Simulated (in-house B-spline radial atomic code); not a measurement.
A fraction x of an electron is removed from 3d in Cr5+, starting from [Ar] 3d1 and keeping the highest spin. Computed with a radial B-spline atomic code at the basis-set limit: non-relativistic M06-2X, spin-polarised, spherical fractional occupations, point nucleus.

Caution: exact exchange at fractional occupations of open shells leaves self-interaction of up to several eV.

```csv
x,E(x) - E(0) (eV),3d up level (eV)
0,0.0000,-76.269
0.03,2.2966,-76.836
0.23,18.0442,-80.650
0.34,27.0323,-82.773
0.45,36.2550,-84.914
0.5,40.5251,-85.893
0.53,43.1107,-86.482
0.71,58.9974,-90.045
0.86,72.7291,-93.050
0.97,83.0868,-95.275
1,85.9542,-
```

The exact functional would give a straight line between the two integer points. Deviations E(x) - E(0) - x[E(1) - E(0)], in eV: -0.282 at x = 0.03, -1.725 at x = 0.23, -2.192 at x = 0.34, -2.424 at x = 0.45, -2.452 at x = 0.5, -2.445 at x = 0.53, -2.03 at x = 0.71, -1.192 at x = 0.86, -0.289 at x = 0.97.

The curve lies below the straight line by up to 2.452 eV (at x = 0.5): convex, the delocalisation error, to which spherically averaged exact exchange adds.

Problem. How well does Slater's transition state (minus the level at half occupation) give the ionisation energy?

Solution. It gives 85.893 eV against 85.954 eV from the two total energies; NIST lists 90.63 eV, ground level to ground level. The end point has an open shell averaged over its orbitals, so its exact exchange keeps a self-interaction and this is no true integer point.
